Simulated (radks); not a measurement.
Results of a calculation; reference values are marked as such.
Removal energies from the zinc ion Zn9+, [Ar] 3d(3/2: 3, 5/2: 0), by Delta-SCF beside the eigenvalue of the level emptied. Code: a radial shooting solver on a logarithmic mesh with Libxc functionals. Model: Dirac Kohn-Sham, PBE, spin-unpolarised, spherical densities, finite nucleus; Fermi nuclear charge, rms radius of each element as measured or else 0.836 A^(1/3) + 0.57 fm. Sub-shells are occupied by j as written (lower j first in brackets).

| removed from | final configuration | Delta-SCF (eV) | -eigenvalue (eV) |
|---|---|---|---|
| 3d3/2 | [Ar] 3d(3/2: 2, 5/2: 0) | 236.58 | 219.33 |
| 3p3/2 | [Ne] 3s2 3p(1/2: 2, 3/2: 3) 3d(3/2: 3, 5/2: 0) | 310.40 | 293.71 |
| 3p1/2 | [Ne] 3s2 3p(1/2: 1, 3/2: 4) 3d(3/2: 3, 5/2: 0) | 314.37 | 297.53 |
| 3s1/2 | [Ne] 3s1 3p6 3d(3/2: 3, 5/2: 0) | 359.38 | 342.53 |
